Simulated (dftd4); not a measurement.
C$_{2}$H$_{4}$NO (SMILES [CH2]C(N)=O), doublet, at a GFN2-xTB geometry; D4 for b97d (dftd4 4.2.0).

The dftd4 input:
```
$ dftd4 mol.xyz --func b97d --charge 0 --json dftd4.json --noedisp --grad

# file mol.xyz
8

O      0.26454729     1.29773969     0.28038356
C     -0.00493724     0.12821280     0.02873673
N      0.98714613    -0.78717018    -0.20832170
C     -1.33891368    -0.38189073    -0.04047884
H      0.79601498    -1.74930651    -0.41636310
H     -1.54281494    -1.41283947    -0.26342944
H     -2.15856718     0.28838609     0.13621077
H      1.94207144    -0.47589881    -0.17078220
```

Q: What does dftd4 print? Leave out banner, timings and long lists.

A: 
```
                    ____  _____ _____     ____  _  _
      -------------|  _ \|  ___|_   _|---|  _ \| || |------------
     |             | | | | |_    | | ___ | | | | || |_           |
     |             | |_| |  _|   | ||___|| |_| |__   _|          |
     |             |____/|_|     |_|     |____/   |_|            |
     |             ===================================           |
     |            E. Caldeweyher, S. Ehlert & S. Grimme          |
     |          Mulliken Center for Theoretical Chemistry        |
     |                    University of Bonn                     |
      -----------------------------------------------------------

Rational (Becke-Johnson) damping: b97d-D4-ATM
---------------------
  s6         1.0000
  s8         1.6946
  s9         1.0000
  a1         0.2890
  a2         4.1341
 alp        16.0000
--------------------

Dispersion energy:      -1.7498361100436E-02 Eh

Gradient norm:           2.0879700549857E-03 Eh/a0
--------------------------------------------------
     #    Z           dE/dx      dE/dy      dE/dz
--------------------------------------------------
     1    8 O     2.801E-04  1.061E-03  2.271E-04
     2    6 C     6.894E-05  1.836E-04  3.862E-05
     3    7 N     8.443E-04 -4.069E-04 -1.188E-04
     4    6 C    -1.165E-03 -1.933E-04 -4.253E-06
     5    1 H     1.757E-04 -4.409E-04 -1.041E-04
     6    1 H    -3.589E-04 -1.985E-04 -3.228E-05
     7    1 H    -3.461E-04  1.685E-05  1.529E-05
     8    1 H     5.008E-04 -2.155E-05 -2.149E-05
--------------------------------------------------

Virial:
--------------------------------------------------
      component           x          y          z
--------------------------------------------------
          x       9.222E-03  2.631E-05 -3.015E-04
          y       2.631E-05  5.407E-03  1.204E-03
          z      -3.015E-04  1.204E-03  2.784E-04
--------------------------------------------------

[Info] Dispersion results written to 'dftd4.txt'
[Info] JSON dump of results written to 'dftd4.json'
```
